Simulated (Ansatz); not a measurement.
Geometry optimisation of CH3F3OSi, SMILES `CO[Si](F)(F)F`.

```yaml
crystal:
  periodic: [false, false, false]
  atoms:
    - {symbol: C, position_ang: [0.220259, -1.138680, 0.804422]}
    - {symbol: O, position_ang: [0.761637, -0.158818, -0.075255]}
    - {symbol: Si, position_ang: [-0.076800, 1.050855, -0.780867]}
    - {symbol: F, position_ang: [-1.259088, 0.498489, -1.730441]}
    - {symbol: F, position_ang: [0.947712, 1.908487, -1.671521]}
    - {symbol: F, position_ang: [-0.768878, 2.024553, 0.304373]}
    - {symbol: H, position_ang: [1.045195, -1.806128, 1.121502]}
    - {symbol: H, position_ang: [-0.557167, -1.753037, 0.300743]}
    - {symbol: H, position_ang: [-0.224370, -0.672023, 1.710043]}
basis:
  gaussian: {orbitals: def2-TZVP}
hamiltonian: {xc: pbe0, dispersion: d4}
relax: {f_tol: 0.005, max_steps: 150}
```

```sh
$ ansatz run in.yaml --threads 4 --pin off --events-out ev --progress --plain --max-ram 10444MiB
```

Shortened log:

```
Functional definition: PBE0
mean field -19158.55924921 eV, -704.0640662708 hartree, gradient 1.8e-5 eV, S^2 0.000000; 0 other end points of the search recorded, 0 dependent functions left out
relax step   1: F+E_penalty+E_count = -19158.70588068 eV  Δ(F+E_penalty+E_count) = +0.000e0 eV  max|allowed force component| = 1.100e0 eV/Å  Δτ_max = 0.0000 Å  (27 SCF iters, accepted)
mean field -19158.65803140 eV, -704.0676964492 hartree, gradient 9.9e-6 eV, S^2 0.000000; 0 other end points of the search recorded, 0 dependent functions left out
relax step   2: F+E_penalty+E_count = -19158.80553556 eV  Δ(F+E_penalty+E_count) = -9.965e-2 eV  max|allowed force component| = 6.408e-1 eV/Å  Δτ_max = 0.0272 Å  (31 SCF iters, accepted)
mean field -19158.69518958 eV, -704.0690619871 hartree, gradient 9.5e-6 eV, S^2 0.000000; 0 other end points of the search recorded, 0 dependent functions left out
relax step   3: F+E_penalty+E_count = -19158.84349665 eV  Δ(F+E_penalty+E_count) = -3.796e-2 eV  max|allowed force component| = 6.084e-2 eV/Å  Δτ_max = 0.0282 Å  (31 SCF iters, accepted)
mean field -19158.69591984 eV, -704.0690888237 hartree, gradient 9.7e-6 eV, S^2 0.000000; 0 other end points of the search recorded, 0 dependent functions left out
relax step   4: F+E_penalty+E_count = -19158.84400949 eV  Δ(F+E_penalty+E_count) = -5.128e-4 eV  max|allowed force component| = 5.733e-2 eV/Å  Δτ_max = 0.0155 Å  (31 SCF iters, accepted)
mean field -19158.69635686 eV, -704.0691048836 hartree, gradient 9.5e-6 eV, S^2 0.000000; 0 other end points of the search recorded, 0 dependent functions left out
relax step   5: F+E_penalty+E_count = -19158.84432307 eV  Δ(F+E_penalty+E_count) = -3.136e-4 eV  max|allowed force component| = 1.124e-2 eV/Å  Δτ_max = 0.0057 Å  (32 SCF iters, accepted)
mean field -19158.69634635 eV, -704.0691044977 hartree, gradient 9.6e-6 eV, S^2 0.000000; 0 other end points of the search recorded, 0 dependent functions left out
relax step   6: F+E_penalty+E_count = -19158.84433412 eV  Δ(F+E_penalty+E_count) = -1.105e-5 eV  max|allowed force component| = 6.505e-3 eV/Å  Δτ_max = 0.0019 Å  (33 SCF iters, accepted)
mean field -19158.69635537 eV, -704.0691048289 hartree, gradient 9.6e-6 eV, S^2 0.000000; 0 other end points of the search recorded, 0 dependent functions left out
relax step   7: F+E_penalty+E_count = -19158.84434107 eV  Δ(F+E_penalty+E_count) = -6.953e-6 eV  max|allowed force component| = 6.444e-4 eV/Å  Δτ_max = 0.0022 Å  (33 SCF iters, accepted)
mean field -19158.69635537 eV, -704.0691048289 hartree, gradient 9.6e-6 eV, S^2 0.000000; 1 other end points of the search recorded, 0 dependent functions left out
Total energy: -19158.84436701 eV, -704.0745441563 hartree
Atom 0 at     0.213319    -1.132090     0.801293 Å, force     0.000300     0.000323    -0.000274 eV/Å
Atom 1 at     0.732731    -0.145525    -0.073242 Å, force     0.000121    -0.000575     0.000620 eV/Å
Atom 2 at    -0.076173     1.039994    -0.772130 Å, force    -0.000299     0.000644    -0.000355 eV/Å
Atom 3 at    -1.227950     0.506993    -1.702391 Å, force     0.000154    -0.000023     0.000076 eV/Å
Atom 4 at     0.924501     1.873553    -1.641487 Å, force    -0.000187    -0.000150     0.000070 eV/Å
Atom 5 at    -0.751167     1.998593     0.277445 Å, force     0.000023     0.000070    -0.000214 eV/Å
Atom 6 at     1.039137    -1.777566     1.098204 Å, force     0.000005    -0.000161    -0.000069 eV/Å
Atom 7 at    -0.547468    -1.736229     0.300478 Å, force    -0.000123    -0.000024    -0.000124 eV/Å
Atom 8 at    -0.218431    -0.674026     1.694829 Å, force     0.000006    -0.000105     0.000270 eV/Å
Dipole moment:    -0.024889    -0.402884     0.311128 e Å
```

It took 20 s on 4 threads of an Intel Xeon Platinum 8488C on a shared host, with 0.56 GiB of host memory at the peak.
